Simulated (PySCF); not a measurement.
Ge(H)2(Br)(OH), SMILES [GeH2]([Br])[OH] (CAM-B3LYP/def2-SVP optimised geometry):

```
6

Ge    -0.442    -0.761     0.000
O     -1.088    -1.569    -1.427
Br    -1.089     1.462     0.000
H     -1.091    -1.462     1.187
H      1.091    -0.761     0.000
H     -0.818    -1.179    -2.267
```

Level of theory: CAM-B3LYP/def2-TZVP in PySCF.

What are the frontier orbital energies and the dipole moment?

HOMO-2 -10.52 eV, HOMO-1 -9.83 eV, HOMO -9.68 eV, LUMO 0.59 eV, LUMO+1 0.99 eV; dipole moment 1.59 D.

On the same geometry PBE/def2-TZVP run with PySCF 2.14.0 gives HOMO-2 -7.54 eV, HOMO-1 -7.16 eV, HOMO -7.05 eV, LUMO -1.33 eV, LUMO+1 -0.81 eV; dipole moment 1.48 D.

Meta-Löwdin charges at CAM-B3LYP/def2-TZVP: Ge1 0.80, O2 -0.73, Br3 -0.30, H4 -0.05, H5 -0.07, H6 0.35.
